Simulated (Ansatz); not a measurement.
`F[SiH2][SbH2]` + `ClB(Br)Br` → `Cl[SiH2][SbH2]` + `FB(Br)Br` at 500 K and 1 bar (redistribution).

Calculated with Ansatz (gas phase, PBE0-D4/def2-TZVP geometries, no zero-point term in ΔE). CCSD(T)/CBS adds triple-zeta CCSD(T) − MP2 to the extrapolated MP2 energy (def2 sets, frozen cores). def2 core potentials past Kr. For Br, Sb outer-core shells are correlated without core-valence functions, which leaves a few kJ/mol of doubt a bond. Scalar relativity is left out up to krypton.

```json
{"species": "`F[SiH2][SbH2]`", "CCSD(T)/CBS energy (Eh)": "-631.33896", "H − E (kJ/mol)": "124.7", "S (J/(mol·K))": "378.2"}
{"species": "`ClB(Br)Br`", "CCSD(T)/CBS energy (Eh)": "-5631.31790", "H − E (kJ/mol)": "46.7", "S (J/(mol·K))": "358.2"}
{"species": "`Cl[SiH2][SbH2]`", "CCSD(T)/CBS energy (Eh)": "-991.31414", "H − E (kJ/mol)": "123.2", "S (J/(mol·K))": "390.1"}
{"species": "`FB(Br)Br`", "CCSD(T)/CBS energy (Eh)": "-5271.35159", "H − E (kJ/mol)": "49.2", "S (J/(mol·K))": "345.3"}
```

H − E and S are ideal-gas, rigid-rotor, harmonic terms from PBE0-D4/def2-TZVP, for one conformer and one mirror image of each species. 1 Eh = 2625.50 kJ/mol, R = 8.31446 J/(mol·K).

Q: By hand: ΔE, ΔH, ΔS and ΔG.

A: ΔE = (-991.31414) + (-5271.35159) − (-631.33896) − (-5631.31790) = -0.00887 Eh = -23.3 kJ/mol. Δ(H − E) = 123.2 + 49.2 − 124.7 − 46.7 = 1.0, so ΔH = -22.3 kJ/mol. ΔS = 390.1 + 345.3 − 378.2 − 358.2 = -1.0 J/(mol·K). ΔG = -22.3 − 500 × (-1.0)/1000 = -21.8 kJ/mol.

Q: By hand: the equilibrium constant, and the temperature at which ΔG would vanish if ΔH and ΔS stayed fixed.

A: log₁₀ K = −ΔG/(RT ln 10) = 2.3. ΔG = 0 at ΔH/ΔS = 22300 K, far beyond where these terms or the molecules hold.

The number of gas molecules stays the same, so ΔS is small and ΔH decides. A doubt of 5 kJ/mol in ΔE shifts log₁₀ K by 0.5 here. Other conformers and mirror images would add mixing entropy, several J/(mol·K) or more a flexible species. These are equilibria of isolated gas molecules and say nothing of rates. Largest T1 diagnostic: 0.013 (customary marks: 0.02 for closed shells, 0.045 for open ones).
